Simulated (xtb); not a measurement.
Br$_{2}$Zn, triplet, geometry from GFN2-xTB (such geometries of metal compounds can be far from the true shape) (a higher spin typed on purpose: for a closed-shell molecule this is an excited state).

xtb was given this input:
```
$ xtb mol.xyz --gfn 2 --uhf 2 --opt --json

# file mol.xyz
3

Zn    -0.65103938    -0.87546759    -1.10303552
Br     0.14629806     1.61838306    -0.43563739
Br     0.41173569    -0.86798227     1.38109641
```

**Question.** What does this run give for the dipole moment, total energy at the end of the optimisation?

**Answer.** 
The dipole moment is 3.88 D and the total energy at the end of the optimisation is -8.7242 Eh.
